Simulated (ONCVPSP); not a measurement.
**Transferability test, ONCV potential for Re (Z = 75)**

```
Element                 : rhenium (Re)
Generator               : ONCVPSP 4.0.1
Type                    : optimised norm-conserving Vanderbilt (ONCV)
Functional              : PBE
Relativity              : scalar-relativistic
Frozen core             : [Kr] 4d10 4f14
Valence charge          : 15
Reference configuration : 5s2 5p6 5d5 6s1.5 (charge +0.5)
Partial waves           : 5s+6s: rc 1.60 bohr, ncon 4, nbas 8, qcut 8.4 1/bohr, 2 projectors; 5p: rc 1.45 bohr, ncon 4, nbas 9, qcut 10.6 1/bohr, 2 projectors, debl 1.7 Ha; 5d: rc 1.66 bohr, ncon 5, nbas 10, qcut 6.1 1/bohr, 2 projectors, debl 3.4 Ha
Local potential         : polynomial inside 1.30 bohr (lpopt 5, dvloc0 3 Ha)
Core correction         : none
```

In the p channel the program set the typed energies aside and used -1.866, 0.250 Ha.

Energies are relative to the spin-unpolarised reference configuration 5s2 5p6 5d5 6s1.5; without spin polarisation the order of configurations can differ from experiment.

| valence configuration | charge | ΔE all-electron (eV) | error AE − PS (meV) |
| --- | --- | --- | --- |
| 5s2 5p6 5d5 6s2 | 0 | -3.781 | +1.5 |
| 5s2 5p6 5d5 6s1 | +1 | 5.467 | -1.5 |
| 5s2 5p6 5d5.5 6s1.5 | 0 | -3.399 | -0.9 |

What are ΔE and the potential's error for 5s2 5p6 5d5 6s0?

ΔE = 21.789 eV all-electron; the error (AE − PS) is -2.5 meV.

Levels in the configuration 5s2 5p6 5d5 6s2:

```json
{"level": "5s", "all-electron (eV)": "-85.252", "pseudo (eV)": "-85.249"}
{"level": "5p", "all-electron (eV)": "-47.011", "pseudo (eV)": "-47.010"}
{"level": "5d", "all-electron (eV)": "-5.367", "pseudo (eV)": "-5.367"}
{"level": "6s", "all-electron (eV)": "-5.943", "pseudo (eV)": "-5.944"}
```
